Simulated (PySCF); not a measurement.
BH₂N, SMILES B=N. Geometry: PBE-D3(BJ)/def2-TZVPD.

The numbers are results of PBE-D3(BJ)/def2-TZVPD (PySCF), not measurements.

Harmonic wavenumbers (cm⁻¹): 443, 443, 716, 716, 1799, 2830, 3780. Rotational constants (GHz): 32.87 (linear); symmetry number 1.

Work out the zero-point energy and the ideal-gas rigid-rotor harmonic-oscillator thermochemistry at 298.15 K and 1 atm.

ZPE = ½ Σ hcν = ½ × 10727 cm⁻¹ = 15.34 kcal/mol. H − E(el) = 17.88 kcal/mol. Entropy in cal/(mol K): translation 35.80, rotation 12.40, vibration 2.21, total 50.41. G − E(el) = 2.85 kcal/mol. Cp = 11.33 cal/(mol K).
